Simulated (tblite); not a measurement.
C5H5ClO3S2.
Numbering: `[CH3:1][O:2][c:3]1[cH:4][s:5][c:6]([S:7](=[O:8])(=[O:9])[Cl:10])[cH:11]1` (hydrogens: H12, H13, H14 on C1; H15 on C4; H16 on C11)

Computed with GFN2-xTB (tblite), gas phase: L-BFGS steps from a force-field or distance-geometry start until the largest atomic force falls under 0.01 eV/Å.

Step 9: E = -992.4083 eV
```
atom  x, y, z in Å  |  force x, y, z in eV/Å
C1      2.7067   -0.7254   -0.1926   -0.081   0.101  -0.011
O2      2.2115    0.5965   -0.0515    0.001   0.019   0.020
C3      0.8798    0.7790    0.0572   -0.107  -0.030  -0.006
C4      0.3411    2.0303    0.2573    0.010  -0.102  -0.021
S5     -1.3788    2.0201    0.2889    0.066  -0.162  -0.024
C6     -1.3778    0.3252    0.0561   -0.055  -0.017  -0.005
S7     -2.8192   -0.6641   -0.1359    0.094  -0.020   0.114
O8     -2.3821   -2.0183   -0.2169   -0.030  -0.101  -0.154
O9     -3.7042   -0.1373   -1.1187    0.066   0.062  -0.069
Cl10   -3.7964   -0.5072    1.6327    0.068   0.121   0.102
C11    -0.1307   -0.2151   -0.0513   -0.052   0.111   0.036
H12     2.0706   -1.3282   -0.8445    0.107   0.035  -0.064
H13     3.6932   -0.6109   -0.6470   -0.070  -0.094   0.143
H14     2.7828   -1.2181    0.7846    0.039   0.071  -0.099
H15     0.8781    2.9507    0.3763   -0.008  -0.060  -0.019
H16     0.0178   -1.2684   -0.2063   -0.047   0.067   0.054
```

Step 10: E = -992.4132 eV
```
atom  x, y, z in Å  |  force x, y, z in eV/Å
C1      2.7058   -0.7243   -0.1940   -0.075   0.104   0.008
O2      2.2095    0.5960   -0.0511   -0.053   0.062   0.014
C3      0.8756    0.7773    0.0579    0.063  -0.043  -0.024
C4      0.3387    2.0289    0.2568    0.026  -0.059  -0.011
S5     -1.3801    2.0130    0.2879    0.022   0.022   0.001
C6     -1.3779    0.3242    0.0555   -0.056  -0.098   0.006
S7     -2.8163   -0.6636   -0.1337    0.005  -0.075  -0.016
O8     -2.3782   -2.0189   -0.2219   -0.090   0.000  -0.112
O9     -3.6982   -0.1317   -1.1198    0.118   0.000   0.039
Cl10   -3.7921   -0.5007    1.6376    0.081   0.095   0.061
C11    -0.1319   -0.2167   -0.0507   -0.028  -0.021   0.021
H12     2.0714   -1.3258   -0.8478    0.100   0.018  -0.066
H13     3.6944   -0.6117   -0.6423   -0.060  -0.072   0.111
H14     2.7821   -1.2142    0.7832    0.022   0.028  -0.068
H15     0.8770    2.9502    0.3757   -0.040  -0.103  -0.025
H16     0.0126   -1.2730   -0.2047   -0.036   0.142   0.063
```

Step 11: E = -992.4176 eV
```
atom  x, y, z in Å  |  force x, y, z in eV/Å
C1      2.7033   -0.7215   -0.1950   -0.034   0.074   0.017
O2      2.2070    0.5969   -0.0505   -0.045   0.066  -0.003
C3      0.8730    0.7744    0.0579    0.104   0.053  -0.014
C4      0.3370    2.0274    0.2561    0.013  -0.121  -0.018
S5     -1.3807    2.0071    0.2870   -0.026   0.149   0.018
C6     -1.3789    0.3217    0.0552   -0.060  -0.093   0.029
S7     -2.8139   -0.6647   -0.1320   -0.050  -0.083  -0.084
O8     -2.3769   -2.0202   -0.2285   -0.118   0.026  -0.065
O9     -3.6910   -0.1271   -1.1202    0.102  -0.023   0.081
Cl10   -3.7869   -0.4932    1.6431    0.092   0.064   0.018
C11    -0.1338   -0.2173   -0.0496    0.034  -0.140   0.003
H12     2.0742   -1.3234   -0.8520    0.068   0.008  -0.069
H13     3.6942   -0.6140   -0.6361   -0.021  -0.029   0.064
H14     2.7822   -1.2103    0.7806   -0.011  -0.014  -0.013
H15     0.8755    2.9474    0.3748   -0.030  -0.077  -0.022
H16     0.0079   -1.2743   -0.2022   -0.018   0.139   0.059
```

**Question.** Estimate the geometry and energy of step 12. (The exact step hangs on the optimiser's Hessian estimate; all steps are aligned on step 11, rigid shifts and turns removed.)

**Answer.** E = -992.4211 eV, largest force 0.173 eV/Å
```
atom  x, y, z in Å  |  force x, y, z in eV/Å
C1      2.7006   -0.7176   -0.1955    0.009   0.016   0.017
O2      2.2050    0.5990   -0.0502   -0.016   0.057  -0.019
C3      0.8715    0.7724    0.0576    0.111   0.028  -0.014
C4      0.3356    2.0232    0.2552   -0.018  -0.024  -0.005
S5     -1.3813    2.0040    0.2864   -0.060   0.161   0.021
C6     -1.3802    0.3184    0.0557   -0.014  -0.039   0.050
S7     -2.8121   -0.6664   -0.1310   -0.069  -0.065  -0.096
O8     -2.3776   -2.0217   -0.2354   -0.124   0.002  -0.025
O9     -3.6837   -0.1229   -1.1200    0.042  -0.017   0.067
Cl10   -3.7804   -0.4856    1.6479    0.094   0.035  -0.012
C11    -0.1350   -0.2188   -0.0483    0.042  -0.127   0.003
H12     2.0781   -1.3211   -0.8567    0.035   0.011  -0.062
H13     3.6935   -0.6162   -0.6295    0.028   0.018   0.018
H14     2.7817   -1.2073    0.7780   -0.048  -0.041   0.034
H15     0.8733    2.9436    0.3735   -0.024  -0.069  -0.022
H16     0.0035   -1.2739   -0.1990    0.012   0.054   0.044
```

The energy changes by -0.0035 eV. The first-order estimate −F·Δx gives -0.0051 eV and the mean of the old and new forces, exact on a quadratic surface, -0.0035 eV. The step makes an angle of 60° with the force vector and moves no atom by more than 0.011 Å.

What follows is the cost of the whole relaxation. The run took 1.1 s on one thread, Arm Neoverse V1 (aarch64), shared host with 32 logical CPUs at a one-minute load of 10.
